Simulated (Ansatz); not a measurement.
Ge₂ (SMILES [Ge]=[Ge]), triplet, at a GFN2-xTB geometry. Base run: Ansatz (a program for electronic structure) with SVWN5/cc-pVDZ.

Geometry (Å):
```xyz
2

Ge     0.0000     0.0000    -1.1652
Ge     0.0000     0.0000     1.1652
```
Charge 0, spin multiplicity 3.
Orbitals are unrestricted.
All else is at Ansatz's defaults.

Each row names what was changed in the base input (with any setting that the change needs).

| change | basis functions | E (Eh) |
|---|---|---|
| base | 54 | -4147.59206 |
| basis = STO-3G | 36 | -4099.23031 |
| basis = pc-1 | 54 | -4147.54188 |
| basis = def2-SV(P) | 64 | -4147.12837 |
| basis = 6-31G** | 70 | -4147.11084 |
| basis = 6-31G* | 70 | -4147.11084 |
| basis = aug-cc-pVDZ | 72 | -4147.59480 |
| basis = def2-TZVP | 96 | -4147.65455 |
| basis = def2-TZVPP | 96 | -4147.65455 |
| basis = def2-TZVPD | 108 | -4147.65589 |
| basis = cc-pVQZ | 136 | -4147.73842 |
| basis = def2-QZVP | 150 | -4147.76133 |
| basis = def2-QZVPP | 178 | -4147.76142 |

Totals compare only among sets that treat the same electrons; sets with core potentials leave the core out.
